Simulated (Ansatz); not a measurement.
Ansatz results at the PBE0-D4/def2-TZVP geometry: HOMO–LUMO gap (PBE0/def2-TZVPP) 6.70 eV; HOMO energy (B3LYP/def2-TZVPP) -6.88 eV; HOMO energy (ωB97M-V/def2-TZVPP) -9.30 eV.

Each molecule was computed in one conformer, which needn't be the lowest.

Problem. Which molecule gave them?
A. `S=C[SiH2]S`
B. `N=C([SeH])[SiH2]Cl`
C. `OC1[SiH2]S1`
D. `N=C(S)I`

Solution. C. The others give `N=C(S)I`: 6.06, -7.48, -9.90; `N=C([SeH])[SiH2]Cl`: 5.98, -6.98, -9.33; `S=C[SiH2]S`: 3.62, -6.34, -8.76.

B3LYP here is the variant with VWN-RPA as its local correlation; programs differ in this.
